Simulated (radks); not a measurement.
Charge is removed step by step from the 6p level of neutral lead, starting from [Hg] 6p2. Method: scalar-relativistic Kohn-Sham, PBEsol, spin-unpolarised, spherical densities, finite nucleus; Fermi nuclear charge, rms radius 5.5012 fm; computed with a radial shooting solver on a logarithmic mesh with Libxc functionals.

removed (e)  E - E(0) (eV)  eigenvalue (eV)  E minus straight line (eV)
0                    0.000           -3.518                       0.000
0.125                0.485           -4.246                      -0.340
0.25                 1.062           -4.996                      -0.588
0.375                1.734           -5.767                      -0.741
0.5                  2.504           -6.556                      -0.796
0.625                3.373           -7.363                      -0.752
0.75                 4.344           -8.187                      -0.606
0.875                5.420           -9.026                      -0.356
1                    6.600           -9.879                       0.000

Removing the whole electron costs 6.600 eV by Delta-SCF, against 3.518 eV from minus the eigenvalue at the starting occupation. Slater's transition state (half an electron removed) gives 6.556 eV. Integrating minus the eigenvalue over the occupation (Janak's theorem) gives 6.603 eV. In this scalar-relativistic scheme the density is built from large components alone, so the theorem holds only approximately. The mean slope of the eigenvalue, de/dn, is 6.36 eV per electron. Ionisation energy of Pb in the NIST Atomic Spectra Database: 7.417 eV (measured).

Beside tabulated values, note that spin-unpolarised runs miss the spin-polarisation part of the exchange energy of open shells, and scalar-relativistic runs lack spin-orbit coupling.
